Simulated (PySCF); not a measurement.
# From computed data to an observable: chemical shift, span and skew from a shielding tensor

CH10FNSi3, SMILES F[SiH2]C[SiH2]N[SiH3]. Atoms are numbered in the order given.

```xyz
16

F      2.8694    -0.4437    -1.2418
Si     2.6079    -0.0529     0.3239
C      0.9127     0.7082     0.4519
Si    -0.3743    -0.0808    -0.6854
N     -2.0091     0.4325    -0.3487
Si    -3.1040    -0.1630     0.8676
H      2.6865    -1.3118     1.1171
H      3.6936     0.8823     0.7346
H      0.9616     1.7910     0.2382
H      0.5639     0.6042     1.4968
H     -0.0668     0.2937    -2.0955
H     -0.3039    -1.5615    -0.5029
H     -2.3248     1.2439    -0.8779
H     -2.4867    -1.3968     1.4362
H     -4.4450    -0.4878     0.2909
H     -3.3300     0.8123     1.9826
```

Coordinates come from a r2SCAN-D4/def2-SVP optimisation. The structure was generated by enumeration, and PubChem lists no compound with its InChIKey, so it may never have been made. One conformer was computed; it need not be the lowest.

GIAO shieldings from PySCF with PBE/pcSseg-1, non-relativistic, no solvent. The symmetric part of the tensor of Si6 has the principal values 342.6, 357.7, 463.2 ppm. The same nucleus in TMS has σ = 335.4 ppm at this level (PySCF, at its B3LYP-D3(BJ)/def2-TZVP geometry).

Task: Work out the isotropic shielding, the ²⁹Si shift against TMS, the span and the skew.

Result: 
σ(iso) = (σ11 + σ22 + σ33)/3 = 387.8 ppm. δ = σ(ref) − σ(iso) = 335.4 − (387.8) = -52.4 ppm.
Span Ω = σ33 − σ11 = 120.6 ppm. Skew κ = 3(σ(iso) − σ22)/Ω = 0.75. Tumbling in solution averages the tensor to δ; in a static solid the shielding alone would spread this spin-1/2 line over Ω.
